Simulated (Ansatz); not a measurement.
In3, relaxed as a quartet with UKS r2SCAN-D4/def2-SVP in Ansatz, starting from the r2SCAN-D4/def2-SVP geometry of the neutral doublet. Force threshold 0.02 eV/Å.

In the def2 sets In takes a core potential; there is no spin–orbit coupling. The structure comes from a short search, and lower isomers may exist.

Start:

Cartesian coordinates in Å:
```
In -1.217 0.892 -0.968
In 1.705 0.481 0.275
In -0.488 -1.373 0.693
```

(1) Estimate the energy that the relaxation releases and the steps that it takes.

(2) Does the start keep its bonding and symmetry?

(3) Predict the relaxed structure.

Results:

(1) 1.0 kcal/mol, in 5 steps; 34 s on 2 threads of Intel Xeon Platinum 8259CL on a shared host. No frequencies were taken in this run, so the end may be a saddle point.

(2) By distances, no bond broke or formed. The bond that changes most is In1–In2, from 3.20 to 3.55 Å (atoms count from 1). Point group C2v at the start, C2v at the end, both within 0.05 Å.

(3) 
```tsv
atom	x (Å)	y (Å)	z (Å)
In1	-1.3860	0.8878	-1.0224
In2	1.8550	0.4319	0.3563
In3	-0.4690	-1.3196	0.6661
```
Bond lengths (bridged metal pairs left out): 2 × In–In 2.93 Å.
